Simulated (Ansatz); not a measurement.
`N[Si@@H]1[AlH][Si@H]1F`, relaxed with RKS PBE0-D4/def2-TZVP in the Gaussian-basis code of Ansatz from a PBE-D4/def2-SVP geometry. The force threshold is 0.005 eV/Å; the program also tests the step.

Total charge 0; spin multiplicity 1.

Start:

```xyz
10

N    -0.199    1.461   -1.565
Si    0.365    0.073   -0.692
Al   -1.258   -1.267    0.710
Si    0.471    0.005    1.655
F     1.491    0.249    2.937
H     0.381    1.912   -2.276
H    -0.900    2.098   -1.181
H     1.427   -0.490   -1.613
H    -2.340   -2.457    0.812
H     0.563   -1.585    1.213
```

**Question.** By how much does the energy fall, and how many steps does the optimiser take? (Estimate.)

**Answer.** Computed: 1.58 kcal/mol, in 7 steps.

**Question.** Which bonds change most? (Best estimate.)

**Answer.** Ansatz gave: Si4–F5 from 1.657 to 1.611 Å; Si2–Si4 from 2.350 to 2.311 Å; Si4–H10 from 1.653 to 1.621 Å; Al3–Si4 from 2.345 to 2.316 Å.

**Question.** Give the relaxed structure. (Estimate.)

**Answer.** Computed: 
```xyz
10

N    -0.176    1.465   -1.524
Si    0.364    0.077   -0.682
Al   -1.244   -1.274    0.689
Si    0.454   -0.007    1.626
F     1.444    0.256    2.868
H     0.359    1.870   -2.272
H    -0.862    2.101   -1.153
H     1.409   -0.478   -1.596
H    -2.319   -2.442    0.828
H     0.571   -1.570    1.214
```
